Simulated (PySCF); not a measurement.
TaOCl3 (singlet state).
Structure used (PBE0-D3(BJ)/def2-SVP), in Å, numbered top down from 1:
```xyz
5
Cl3OTa angstrom
Ta    -0.006    0.000    0.059
O      0.002   -0.035    1.759
Cl     2.183    0.015   -0.615
Cl    -1.102    1.920   -0.552
Cl    -1.077   -1.900   -0.651
```

The closed-shell ground state was solved at several levels (PySCF, density fitting, gas phase). Atoms past krypton carry effective core potentials; spin–orbit coupling is left out.

```json
{"level": "PBE0/pcSseg-1 (def2-TZVP on Ta)", "basis functions": "129", "total energy (Eh)": "-1512.5262", "HOMO (eV)": "-9.90", "LUMO (eV)": "-2.94", "gap (eV)": "6.96", "dipole (D)": "1.50"}
{"level": "B3LYP/def2-SVPD", "basis functions": "139", "total energy (Eh)": "-1512.7055", "HOMO (eV)": "-9.60", "LUMO (eV)": "-3.21", "gap (eV)": "6.39", "dipole (D)": "1.57"}
```

Problem. Estimate the row for wB97X-D/pcSseg-1 (def2-TZVP on Ta), a basis of 129 functions; the other rows only guide the guess.

Solution. Total energy -1513.0661 Eh, HOMO -11.83 eV, LUMO -1.27 eV, gap 10.56 eV, dipole 1.47 D.

Problem. Over all these levels, which gives the widest orbital gap and which the narrowest?

Solution. wB97X-D/pcSseg-1 (def2-TZVP on Ta) (range-separated hybrid) has the widest, 10.56 eV, and B3LYP/def2-SVPD (global hybrid, 20 % exact exchange) the narrowest, 6.39 eV. Functional and basis both differ between the two, so the spread mixes both effects.

Problem. How far do the dipole and the HOMO energy spread over the levels?

Solution. The dipole runs from 1.47 to 1.57 D (mean 1.52 D) and the HOMO from -11.83 to -9.60 eV.

The pairwise dispersion term of wB97X-D wasn't added to the energies; at a given geometry it leaves orbitals and properties as they are.
